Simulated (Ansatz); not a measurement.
Geometry optimisation, Ansatz, RKS CAM-B3LYP-D4/6-31G.

The input (input.yaml):

```yaml
crystal:
  periodic: [false, false, false]
  atoms:
    - { symbol: B, position_ang: [0.2833, -1.5138, -0.029] }
    - { symbol: O, position_ang: [0.475, -0.2632, -1.2276] }
    - { symbol: F, position_ang: [-0.8817, -2.0917, -0.1673] }
    - { symbol: F, position_ang: [1.3946, -2.2036, 0.0685] }
    - { symbol: H, position_ang: [-0.3031, 0.5101, 1.0974] }
    - { symbol: F, position_ang: [0.1663, -0.5744, 1.3573] }
    - { symbol: H, position_ang: [-0.1047, 0.7496, -0.6972] }
    - { symbol: "N", position_ang: [-0.6351, 1.5015, 0.2714] }
    - { symbol: H, position_ang: [1.4202, -0.1084, -1.2906] }
    - { symbol: H, position_ang: [-1.6309, 1.6094, 0.1751] }
    - { symbol: H, position_ang: [-0.1839, 2.3844, 0.442] }
basis:
  gaussian: { orbitals: "6-31G" }
hamiltonian:
  xc: cam_b3lyp
  dispersion: d4
relax:
  f_tol: 0.15
  max_steps: 25
  restrain:
    - { distance: [0, 5], at: 1.41, k: 30.0 }
    - { distance: [4, 7], at: 1.02, k: 30.0 }
    - { distance: [6, 1], at: 0.97, k: 30.0 }
    - { distance: [0, 1], at: 2.8, k: 30.0 }
    - { distance: [4, 5], at: 2.18, k: 30.0 }
    - { distance: [6, 7], at: 2.32, k: 30.0 }
```

Run as:

```bash
$ ansatz run input.yaml --threads 2 --pin off --max-ram 3072MiB --backend cpu --events-out ev --progress --plain --runs-dir out
```

Task: Where does it end, and by what steps?

Result: The run converged. The restraints hold the end off the free minimum. Limits of this set-up: no polarisation functions. After 11 steps the energy has fallen by 0.168 eV (the restraints' own energy left out); B1 moved furthest, 0.67 Å. Parted: B1–O2. Joined: O2–H7, H5–N8.

| step | energy less start (eV) | largest force component (eV/Å) | accepted |
| --- | --- | --- | --- |
| 0 | 0.0000 | 4.652 | yes |
| 1 | -0.1836 | 3.275 | yes |
| 2 | -0.0439 | 3.379 | yes |
| 3 | 0.1268 | 1.770 | yes |
| 4 | -0.0625 | 1.224 | yes |
| 5 | 0.0471 | 1.474 | no |
| 6 | -0.0912 | 0.561 | yes |
| 7 | -0.1305 | 0.674 | yes |
| 8 | -0.1421 | 0.916 | yes |
| 9 | -0.1117 | 1.435 | no |
| 10 | -0.1646 | 1.011 | yes |
| 11 | -0.1679 | 1.072 | yes |

```xyz
11
Properties=species:S:1:pos:R:3
B 0.256 -2.016 0.416
O 0.629 -0.123 -1.586
F -0.857 -2.557 -0.101
F 1.468 -2.542 0.192
H -0.487 1.067 1.098
F 0.134 -1.006 1.351
H 0.174 0.664 -1.229
N -0.771 1.845 0.512
H 1.573 0.055 -1.725
H -1.760 1.881 0.321
H -0.358 2.731 0.751
```

Time of the run: 23 s on 2 threads of Arm Neoverse V2 (shared host), peak memory 0.17 GiB.
